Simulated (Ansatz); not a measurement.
Mulliken charges of `ClC1([TeH])CO1` from r2SCAN/def2-TZVPP in Ansatz (PBE0-D4/def2-TZVP geometry).

```csv
atom,x (Å),y (Å),z (Å),charge (e)
Cl1,-1.331,-0.060,1.543,-0.121
C2,-0.133,0.059,0.258,0.163
Te3,1.886,0.251,0.935,0.092
C4,-0.403,-0.619,-1.006,0.009
O5,-0.537,0.794,-0.842,-0.281
H6,1.527,1.613,1.807,-0.006
H7,0.421,-0.935,-1.640,0.072
H8,-1.338,-1.161,-1.110,0.073
```

**Question.** By hand: the dipole of these point charges (1 e Å = 4.8032 D).

**Answer.** Σ q r = (0.384, -0.350, -0.041) e Å, of length 0.521 e Å = 2.50 D.

**Question.** How does the dipole of the full density compare? (Estimate.)

**Answer.** Computed: (0.164, -0.264, -0.160) e Å, 1.68 D; the point charges give 1.49 times that, at 27° from its direction.

Point charges leave out the atoms' own dipoles, such as those of lone pairs, and Mulliken's split depends on the basis, so the two needn't agree.
